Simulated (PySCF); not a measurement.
**Which determinant of MnCl lies lowest?**

Unrestricted PBE0; Mn x2c-TZVPPall, Cl x2c-TZVPPall; spin-free X2C with a Gaussian nucleus (PySCF 2.14). Outer shells of the fragments: Mn 3d5 4s2; Cl 3s2 3p5.

Followed along the bond (rough minima from three points):

```csv
2Ms+1,unpaired,⟨S²⟩ at the start,R at minimum (Å),Te (eV)
7,"σ ↑↑, π ↑↑, δ ↑↑",12.00,2.24,0.00
5,"π ↑↑, δ ↑↑",6.72,2.17,0.64
5,"σ ↑, π ↑, δ ↑↑",6.02,2.16,1.70
5,"σ ↑, π ↑↑, δ ↑",6.02,2.17,1.72
3,"π ↑↓, δ ↑↑",3.66,2.14,2.51
```

Solutions found at the starting distance of 2.090 Å, counted from the lowest of them; the search is not exhaustive and high or unbound solutions are not listed, so other states can lie among these:

| 2Ms+1 | unpaired | term | E (eV) | ⟨S²⟩ | ⟨Lz²⟩ | μ (D) |
| --- | --- | --- | --- | --- | --- | --- |
| 7 | σ ↑↑, π ↑↑, δ ↑↑ | ⁷Σ⁺ | 0.00 | 12.00 | 0.00 | -1.95 |
| 5 | π ↑↑, δ ↑↑ | mixed | 0.55 | 6.72 | 0.00 | -2.72 |
| 5 | σ ↑, π ↑, δ ↑↑ | ⁵Π | 1.61 | 6.02 | 1.01 | -4.64 |
| 5 | σ ↑, π ↑↑, δ ↑ | ⁵Δ | 1.63 | 6.02 | 4.01 | -5.10 |
| 5 | σ ↑↑, π ↑↓, δ ↑↑ | mixed | 2.25 | 7.01 | 2.01 | -1.60 |
| 3 | π ↑↓, δ ↑↑ | mixed | 2.39 | 3.66 | 2.01 | -2.63 |
| 3 | σ ↓↓, π ↑↑, δ ↑↑ | mixed | 2.71 | 4.00 | 0.00 | -1.28 |
| 3 | σ ↓, π ↑, δ ↑↑ | mixed | 2.95 | 2.97 | 1.10 | -3.92 |
| 3 | σ ↑, π ↓, δ ↑↑ | mixed | 3.00 | 3.01 | 1.04 | -4.55 |
| 3 | σ ↑, π ↑↓, δ ↑ | mixed | 3.02 | 3.01 | 6.04 | -4.92 |
| 5 | σ ↑, π ↑, δ ↑↑ | mixed | 3.04 | 6.04 | 2.85 | -1.00 |
| 7 | σ ↑, π ↑↑↑, δ ↑↑ | ⁷Π | 3.24 | 12.03 | 1.00 | -3.08 |
| 3 | π ↑, δ ↑ | mixed | 3.36 | 2.67 | 4.24 | -2.50 |
| 3 | δ ↑↑ | mixed | 3.59 | 2.21 | 3.15 | -4.01 |

A term symbol is given only where ⟨S²⟩ and ⟨Lz²⟩ are close to those of a pure state; real π, δ and φ orbitals otherwise mix terms. A positive dipole means Mn(−)Cl(+).

Problem. Compare the gap between the two lowest followed solutions at the starting distance with the gap between their minima.

Solution. At PBE0 the second solution (Ms = 2 of mixed spin, unpaired electrons π ↑↑, δ ↑↑) lies +0.55 eV from the first (septet, unpaired electrons σ ↑↑, π ↑↑, δ ↑↑) at 2.090 Å and +0.64 eV at the minima; the two curves relax by different amounts, since their minima lie near 2.17 and 2.24 Å.

With d or f electrons several states lie close, and the lowest PBE0 determinant need not be the measured ground state.
